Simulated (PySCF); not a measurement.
# What a mistake does to a calculation on B2GeH8Si

All numbers below are calculated, not measured. They come from PySCF 2.14.0, an open-source quantum chemistry program, on an isolated molecule that a program drew, which may never have been made. The molecule is B2GeH8Si (charge 0, singlet), drawn as the SMILES string `B[B]([SiH3])[GeH3]`.

Each row is a Hartree-Fock (HF) and frozen-core CCSD(T) single point in the cc-pV(D+d)Z basis, meant for a local HF minimum. Run 1 is clean. Each other run has one planted mistake out of seven kinds, and not every kind appears here: one electron removed, one electron added, multiplicity raised by two, geometry at a saddle point, minimal basis STO-3G, one bond length entered in bohr, all coordinates scaled. The reference is restricted for singlets and unrestricted otherwise, and also for a bond in bohr. Adding or removing an electron swaps singlet and doublet. Electrons count all cores. HOMO and LUMO are orbital energies over both spins, the gradient is its largest component, and the lowest frequency (negative if imaginary) is given only where the gradient is small. Bond lengths are over the 11 bonds as drawn. T1 is the CCSD diagnostic: over 0.02 (restricted) or 0.045 (unrestricted) a single reference is doubtful. Germanium has the cc-pVDZ-PP basis, with a core potential (ECP10MDF) in place of its 10 inner electrons, and its 3s, 3p and 3d shells are frozen in CCSD(T).

Geometry of the clean run:
```xyz
12
B2GeH8Si, angstrom
B    -1.6739    0.8351   -1.9788
B    -0.6992    0.3661   -0.7235
Si   -0.5051   -1.5731   -0.1131
Ge    0.3875    1.8265    0.3249
H    -2.8352    1.0987   -1.8046
H    -1.2457    0.9373   -3.0991
H     0.8894   -1.8776    0.2933
H    -1.3878   -1.7356    1.0718
H    -0.9129   -2.5662   -1.1373
H    -0.1440    3.2528    0.1273
H     1.8346    1.7837   -0.1904
H     0.4091    1.5342    1.8317
```

```
run  electrons  basis functions  <S^2>  HOMO (eV)  LUMO (eV)  gradient (hartree/bohr)  lowest frequency (cm^-1)  mean bond (Å)  longest bond (Å)      T1  HF (hartree)  CCSD(T) (hartree)                          mistake
  1         64              114  0.000     -10.49       1.18                  5.1e-06                        53         1.5698             2.101  0.0148    -636.27720         -636.73056                         no fault
  2         64              114  0.847      -9.17       0.41                  8.1e-03                         -         1.6901             2.809  0.0398    -636.17113         -636.61330  one bond length entered in bohr
  3         64              114  2.032      -7.36      -1.85                  4.8e-02                         -         1.5698             2.101  0.0568    -636.16090         -636.60976                                ?
  4         65              114  0.762      -1.26       6.72                  4.3e-02                         -         1.5698             2.101  0.0151    -636.27602         -636.75075                                ?
```

**Which mistake was planted in run 3, and what did it cost?**

Electrons, basis and geometry are unchanged, and <S^2> is 2.032, beside S(S+1) = 2.00 for a multiplicity of 3. So the mistake is: multiplicity raised by two. Subtracting run 1 and multiplying by 627.51 kcal/mol a hartree, the energy moved by 73.0 kcal/mol in HF and 75.8 kcal/mol in CCSD(T).

**Which mistake was planted in run 4, and what did it cost?**

It counts 65 electrons, one more than the clean run, at the same geometry and basis. So the mistake is: one electron added. Subtracting run 1 and multiplying by 627.51 kcal/mol a hartree, the energy moved by 0.7 kcal/mol in HF and -12.7 kcal/mol in CCSD(T).

Cautions from the logs. Run 3: T1 is over the limit, so its CCSD(T) energy is less reliable.
